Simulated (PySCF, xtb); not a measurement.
C₃H₇NOSi, SMILES C(CCO[SiH3])#N. Other conformers were not sampled.

Harmonic wavenumbers (cm⁻¹) from GFN2-xTB in xtb at its own minimum, in rising order: 37, 69, 99, 171, 216, 318, 387, 509, 599, 634, 742, 794, 795, 825, 838, 993, 1020, 1056, 1151, 1152, 1255, 1262, 1354, 1425, 1488, 2223, 2254, 2360, 2417, 2888, 2915, 2963, 2974.

### Question
What does PBE-D3(BJ)/def2-SVP in PySCF give at its own minimum? (An estimate is asked for; the answer gives what the named calculation found.)

### Answer
43, 84, 97, 146, 210, 322, 380, 506, 681, 707, 770, 790, 896, 915, 945, 957, 1036, 1040, 1132, 1177, 1244, 1262, 1370, 1390, 1448, 2151, 2153, 2214, 2300, 2920, 2966, 2990, 3044. Paired by order, the mean absolute difference is 42 cm⁻¹ and the zero-point energies are 57.4 and 57.6 kcal/mol.
